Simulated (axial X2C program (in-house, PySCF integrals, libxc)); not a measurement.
**Photoelectron levels of HfSe by EOM-IP-CCSD**

Calculated with an in-house all-electron X2C program for linear molecules (integrals from PySCF): two-component X2C with atomic mean-field Coulomb and Gaunt terms, Gaussian nuclei, basis Hf dyall-cv3z, Se dyall-cv3z with contracted cores.

R = 2.190 Å (0.960 times 2.281 Å, the PBE0 minimum at charge 0 for the lowest determinant).

Vertical ionisation energies of HfSe to the states of HfSe⁺:

```tsv
Ω of HfSe⁺	vertical IE (eV)	above lowest (cm⁻¹)	ionised spinor	one-hole weight
1/2	7.608	0	62% Hf sσ, 25% Hf dσ, 8% Hf pσ	0.95
3/2	9.324	13844	60% Se pπ, 25% Hf dπ, 6% Hf pπ	0.93
1/2	9.550	15669	60% Se pπ, 23% Hf dπ, 7% Hf pπ	0.93
1/2	10.080	19943	66% Se pσ, 13% Hf dσ, 11% Hf sσ	0.93
```

Q: Take the first Ω = 1/2 and Ω = 3/2 rows of π character: how far apart are they, and which lies lower?

A: E(3/2) − E(1/2) = 13844 − 15669 = -1825 cm⁻¹ at EOM-IP-CCSD: inverted, Ω = 3/2 lower. Splittings at this level can be off by ten to twenty per cent.

This point took 21 s on 1 thread of Arm Neoverse V1 (shared host).

Reference electrons by ω block (each with its −ω partner): 1/2: 32, 3/2: 15, 5/2: 5, 7/2: 1. 18 electrons of HfSe correlated (inner shells frozen), 84 natural virtual spinors (a truncated set); levels can be off by some tenths of an eV. Roots sought by Ω: (1/2: 4, 3/2: 3, 5/2: 1); the list ends where they run out and leaves out roots under 60 % one-particle weight. The solver can skip a root, and states that need a further excitation, which the method places far too high, are missing though they may lie low or lowest. T1 of the reference 0.025 (Lee–Taylor). Number of frozen shells: Hf 4 s, 3 p, 2 d, 1 f; Se 3 s, 2 p, 1 d.
